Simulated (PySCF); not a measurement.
Zn(OH)2 (H2O2Zn), SMILES [OH][Zn][OH]. Atoms are numbered in the order given.

```xyz
5

Zn     0.0000     0.0000     0.0061
O      1.7620     0.0797    -0.0774
H      2.2220    -0.5054     0.5270
O     -1.7620    -0.0797    -0.0774
H     -2.2220     0.5054     0.5270
```

The structure is a stationary point at PBE0-D3(BJ)/def2-TZVP. The isomer is the one that the SMILES or the coordinates give; other isomers of the formula were not compared. Other conformers were not sampled.

Method: ωB97X/def2-TZVPD (PySCF).

Mulliken values depend strongly on the basis, most of all with diffuse functions as here. ESP charges are fitted to the potential on shells at 1.4 to 2.0 van der Waals radii. Atomic charges (e):

```
atom  ESP fit  IAO  Mulliken
----  -------  ---  --------
Zn1      0.84  [?]      0.52
O2      -0.73  [?]     -0.55
H3       0.31  [?]      0.29
O4      -0.73  [?]     -0.55
H5       0.31  [?]      0.29
```

**Question.** Some entries are withheld; supply them. (An estimate is asked for; the answer gives what the named calculation found.)

**Answer.** 
- Zn1, IAO: 1.45
- O2, IAO: -1.08
- H3, IAO: 0.36
- O4, IAO: -1.08
- H5, IAO: 0.36
